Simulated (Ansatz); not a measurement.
Species: SiCl, net charge 1, singlet state. 
Coordinates optimised at B3LYP-D3(BJ)/def2-TZVP (Ansatz, a first-principles code):
```
Si
Cl 1 1.9654
```
Charge +1, spin multiplicity 1.

Basis-set convergence of Hartree-Fock and CCSD correlation energies (hartree) with Ansatz. Valence correlation only, unless marked. No spin-orbit coupling. Non-relativistic.

```
basis       functions       E(HF)  E(corr, CCSD)
----------  ---------  ----------  -------------
def2-SVP           36  -747.91986       -0.21899
def2-TZVPP         84  -748.18306       -0.28421
def2-QZVPP        140  -748.20415       -0.30576
```

Extrapolating the two largest sets (X = 3 and 4) as X^-3: E(corr) = (64·(-0.30576) - 27·(-0.28421))/37 = -0.3215 Eh, an estimate of the basis-set limit. The largest set recovers 95.1 % of it, the smallest 68.1 %.
